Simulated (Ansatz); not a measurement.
Consider the cleavage of the Al–Si bond: `C[SiH2][Al]([F])[F]` + HCl → `[F][Al]([F])[Cl]` + `C[SiH3]`.

Calculated with Ansatz (gas phase, PBE0-D4/def2-TZVP geometries, no zero-point term in ΔE). CBS: MP2 limit from def2 TZ/QZ plus the TZ coupled-cluster correction, frozen cores. This one scheme is used for every species. Functionals use def2-TZVPP. B3LYP here is the variant with VWN-RPA as its local correlation; programs differ in this. One conformer a species, not always the lowest.

```csv
level,ΔE (kJ/mol)
r2SCAN-D4,-144.2
B3LYP-D4,-140.0
PBE,-123.2
B3LYP,-141.9
HF/def2-TZVPP,-165.7
CCSD/def2-TZVPP,-144.9
HF/CBS(def2),-166.8
MP2/CBS(def2),-154.2
```

**Question.** What does CCSD(T)/CBS give? (Estimate.)

**Answer.** Computed: -144.0 kJ/mol. The listed levels differ from it by -0.2, 4.0, 20.8, 2.1, -21.7, -0.9, -22.8, -10.2 kJ/mol.

Largest T1 diagnostic among the species: 0.013.

In def2-TZVPP, CCSD(T) changes the Hartree–Fock value by +23.5 kJ/mol (the triples alone add +2.7 kJ/mol) and MP2 by +13.4 kJ/mol. From PBE to PBE0 (25 % exact exchange), in def2-TZVPP and without D4, ΔE moves by −8.8 kJ/mol.
